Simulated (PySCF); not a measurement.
A side-by-side comparison of computed properties.

First species: C6H13F.
Atom-mapped SMILES: `[CH3:1][CH2:2][C@@H:3]([CH3:4])[C@@H:5]([CH3:6])[F:7]` (hydrogens: H8, H9, H10 on C1; H11, H12 on C2; H13 on C3; H14, H15, H16 on C4; H17 on C5; H18, H19, H20 on C6)

Cartesian coordinates in Å at the GFN2-xTB level; atoms count from 1:
```
atom  x, y, z in Å
C1    -1.6252   -1.1029    0.3408
C2    -1.0284   -0.2588   -0.7804
C3     0.0499    0.7375   -0.3327
C4    -0.5301    1.8347    0.5607
C5     1.2335    0.0621    0.3717
C6     1.8993   -1.0439   -0.4334
F7     2.1933    1.0381    0.6150
H8    -2.4010   -1.7514   -0.0605
H9    -0.8701   -1.7292    0.8088
H10   -2.0747   -0.4749    1.1047
H11   -0.6140   -0.9201   -1.5437
H12   -1.8305    0.3131   -1.2528
H13    0.4535    1.2147   -1.2342
H14   -0.9046    1.4213    1.4940
H15   -1.3457    2.3427    0.0521
H16    0.2381    2.5660    0.7986
H17    0.9418   -0.3006    1.3658
H18    2.8241   -1.3377    0.0583
H19    1.2494   -1.9100   -0.5017
H20    2.1363   -0.6901   -1.4343
```

Second species: Indene, C₉H₈.
SMILES: `C1=CC=C2CC=CC2=C1`

Levels: PBE0/def2-SVPD for dipole moment, HOMO energy, LUMO energy, HOMO–LUMO gap, static isotropic polarisability and electronic spatial extent ⟨r²⟩ about the centre of nuclear charge; TDDFT PBE0/def2-SVPD for lowest singlet excitation; TDA PBE0/def2-SVPD for lowest triplet excitation (Tamm–Dancoff); GFN2-xTB for rotational constant A and rotational constant C. Geometries: GFN2-xTB. Each structure is a single optimised conformer of the isolated species, non-relativistic unless stated; the electronic structure was computed with PySCF and density fitting.

The conformers computed, where there is a choice (atom-mapped SMILES and torsion angles):
- `[CH3:1][CH2:2][C@@H:3]([CH3:4])[C@@H:5]([CH3:6])[F:7]`: C1–C2–C3–C4 -67°, C2–C3–C5–C6 55°

Problem. Which of the two has the higher static isotropic polarisability, and by how much?

Solution. The second: 99.8 au against 74.0 au, a difference of 25.8 au.

Problem. Which of the two has the higher S1 energy, and by how much?

Solution. The first: 8.34 eV against 4.91 eV, a difference of 3.43 eV.

Problem. Which has the higher T1 energy?

Solution. The first: 8.20 eV against 3.30 eV, a difference of 4.90 eV.

Problem. Which has the higher ⟨r²⟩?

Solution. The second: 1034 bohr² against 912 bohr², a difference of 122 bohr².

Problem. Which has the higher HOMO–LUMO gap?

Solution. The first: 9.40 eV against 5.64 eV, a difference of 3.76 eV.

Problem. Which has the higher dipole moment?

Solution. The first: 1.93 D against 0.74 D, a difference of 1.19 D.

Problem. Which has the higher HOMO energy?

Solution. The second: -6.33 eV against -8.71 eV, a difference of 2.38 eV.

Problem. Which of the two has the higher rotational constant C, and by how much?

Solution. The first: 1.454 GHz against 1.141 GHz, a difference of 0.313 GHz.

On the first: The principal polarisabilities are 67.5, 76.2 and 78.5 au; their mean is the isotropic value. The dipole equals about 6.4 × 10⁻³⁰ C·m (1 D = 3.33564 × 10⁻³⁰ C·m).

On the second: S1 lies 0.73 eV below the HOMO–LUMO gap; its leading configuration is HOMO→LUMO+1, weight 0.52, beside HOMO→LUMO, weight 0.26. The polarisability is 14.79 Å³ as a volume (1 au = 0.148185 Å³), or 1.61 au for each of the 62 electrons.
